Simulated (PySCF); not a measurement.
C₅H₆O₂, SMILES Cc1coc(O)c1.

The structure is a stationary point at PBE-D3(BJ)/def2-SVP. Other conformers were not sampled.

The numbers are results of PBE-D3(BJ)/def2-SVP run with PySCF, not measurements.

No scaling factor is applied to the harmonic values.

```tsv
mode	ν (cm⁻¹)	IR (km/mol)	moving atoms (share of kinetic energy)
1	134	0.0	H 95 %
2	189	3.4	C 56 %, O 23 %, H 21 %
3	267	95.0	H 91 %
4	273	2.7	C 50 %, H 30 %, O 21 %
5	345	3.1	C 55 %, O 36 %, H 10 %
6	456	5.8	O 40 %, C 37 %, H 23 %
7	581	8.5	C 61 %, O 28 %, H 12 %
8	599	20.0	C 56 %, H 34 %, O 10 %
9	644	3.6	C 46 %, H 45 %, O 9 %
10	680	6.3	C 53 %, H 38 %, O 9 %
11	723	43.8	H 71 %, C 28 %
12	739	3.6	O 56 %, C 34 %, H 10 %
13	948	9.9	H 53 %, C 28 %, O 19 %
14	958	19.3	H 52 %, C 26 %, O 22 %
15	992	0.9	C 78 %, H 13 %, O 8 %
16	1008	2.6	H 65 %, C 35 %
17	1100	51.3	H 72 %, C 22 %
18	1142	9.9	C 40 %, O 38 %, H 22 %
19	1166	136.9	C 39 %, H 36 %, O 25 %
20	1216	24.5	H 72 %, C 22 %
21	1328	0.8	H 51 %, C 47 %
22	1362	5.6	C 58 %, H 39 %
23	1401	7.2	H 97 %
24	1409	16.5	H 86 %, C 12 %
25	1459	18.8	C 66 %, H 27 %
26	1587	100.5	C 90 %
27	1632	221.1	C 91 %
28	2964	33.0	H 97 %
29	3034	12.7	H 91 %, C 9 %
30	3070	11.6	H 91 %, C 9 %
31	3184	3.7	H 91 %, C 9 %
32	3216	0.3	H 91 %, C 9 %
33	3744	103.1	H 94 %
```
